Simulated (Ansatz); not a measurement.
`[NH2][InH2]` + dimethylamine → `C[N](C)[InH2]` + NH₃ at 700 K and 1 bar (ligand exchange at the In–N bond).

Calculated with Ansatz (gas phase, PBE0-D4/def2-TZVP geometries, no zero-point term in ΔE). CCSD(T)/CBS is the MP2 limit (def2-TZVPP, def2-QZVPP) plus CCSD(T) − MP2 in def2-TZVPP, frozen cores. This one scheme is used for every species. def2 core potentials past Kr. For In outer-core shells are correlated without core-valence functions, which leaves a few kJ/mol of doubt a bond.

```
        species  CCSD(T)/CBS energy (Eh)  H − E (kJ/mol)  S (J/(mol·K))
  `[NH2][InH2]`               -246.90424           144.8          352.6
          `CNC`               -135.00321           296.9          352.4
`C[N](C)[InH2]`               -325.40049           324.3          458.2
            NH₃                -56.50880           116.9          226.5
```

H − E and S are ideal-gas, rigid-rotor, harmonic terms from PBE0-D4/def2-TZVP. 1 Eh = 2625.50 kJ/mol, R = 8.31446 J/(mol·K).

Q: By hand: ΔE, ΔH, ΔS and ΔG.

A: ΔE = (-325.40049) + (-56.50880) − (-246.90424) − (-135.00321) = -0.00184 Eh = -4.8 kJ/mol. Δ(H − E) = 324.3 + 116.9 − 144.8 − 296.9 = -0.5, so ΔH = -5.3 kJ/mol. ΔS = 458.2 + 226.5 − 352.6 − 352.4 = -20.3 J/(mol·K). ΔG = -5.3 − 700 × (-20.3)/1000 = 8.9 kJ/mol.

Q: By hand: the equilibrium constant, and the temperature at which ΔG would vanish if ΔH and ΔS stayed fixed.

A: log₁₀ K = −ΔG/(RT ln 10) = -0.7. ΔG = 0 at ΔH/ΔS = 261 K, though so small a ΔH makes that figure unsure.

TΔS isn't small against ΔH here. A doubt of 5 kJ/mol in ΔE shifts log₁₀ K by 0.4 here. These are equilibria of isolated gas molecules and say nothing of rates. Largest T1 diagnostic: 0.017 (customary marks: 0.02 for closed shells, 0.045 for open ones).
